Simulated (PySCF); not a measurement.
InH3, SMILES [InH3].

Coordinates come from a B3LYP-D3(BJ)/def2-TZVPD optimisation. The def2 effective core potentials stand for the cores of In; spin–orbit coupling is left out.

All values below come from ωB97X/def2-TZVPD run with PySCF.

Isolated molecule, no solvent.

Estimate the frontier levels, gap, dipole moment and polarisability. (The exact figures need the calculation; the answer reports its results.)


- highest occupied level: -10.56 eV
- lowest empty level: -0.15 eV
- orbital gap: 10.42 eV
- dipole moment: 0.00 D
- quadrupole, principal values (traceless, Buckingham form, about the centre of nuclear charge): -3.55, -3.55, 7.09 D·Å
- mean static polarisability: 41.6 bohr³ (6.17 Å³)
- polarisability, principal values: 32.4, 46.2, 46.2 bohr³
